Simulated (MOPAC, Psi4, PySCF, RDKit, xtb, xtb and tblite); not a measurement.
Two geometries of SMILES OCS, relaxed at GFN2-xTB with one dihedral held; other torsions can differ between them too.

Structure A

```
7

O      1.0210    -0.6797     0.4119
C      0.2082     0.4096     0.1165
S     -0.2284     0.5471    -1.6504
H      1.4019    -1.0377    -0.3987
H     -0.7068     0.3426     0.7095
H      0.7233     1.3529     0.3419
H     -1.0532    -0.4994    -1.6900
```

Structure B

```
7

O      1.0060    -0.6811     0.3846
C      0.2364     0.4318     0.1189
S     -1.4292     0.0111    -0.5609
H      1.3433    -1.0604    -0.4358
H      0.0815     0.9568     1.0619
H      0.6783     1.1063    -0.6200
H     -1.8117    -0.7184     0.4818
```

**Question.** Which is lower in energy at the level DF-MP2 (frozen core)/cc-pVTZ // GFN2-xTB (Psi4), and by how much?

**Answer.** B is lower, by 0.31 kcal/mol (dihedral H4–O1–C2–S3: 15° in A, 75° in B).

E(B) − E(A) in kcal/mol at the other levels, on the same two geometries: GFN2-xTB (xtb and tblite) -2.16; MMFF94 // GFN2-xTB (RDKit) 0.83; PBE0/def2-TZVP // GFN2-xTB (Psi4) -0.35; PBE0-D3(BJ)/def2-TZVP // GFN2-xTB (Psi4) -0.33; PBE/def2-TZVP // GFN2-xTB (Psi4) -0.46; PBE-D3(BJ)/def2-TZVP // GFN2-xTB (Psi4) -0.43; HF/cc-pVTZ // GFN2-xTB (Psi4) -0.55; UFF // GFN2-xTB (RDKit) -0.77; AM1, restricted, heats of formation // GFN2-xTB (MOPAC) -1.23; PM6, restricted, heats of formation // GFN2-xTB (MOPAC) -1.83; GFN1-xTB // GFN2-xTB (xtb) -0.08; restricted B3LYP/6-31G*, spherical d // GFN2-xTB (PySCF) -1.37; restricted Hartree-Fock/LANL2DZ, with its core potentials past Ne // GFN2-xTB (PySCF) -1.84; restricted BP86/6-31G*, spherical d // GFN2-xTB (PySCF) -1.55; restricted B3LYP/3-21G // GFN2-xTB (PySCF) -2.60.
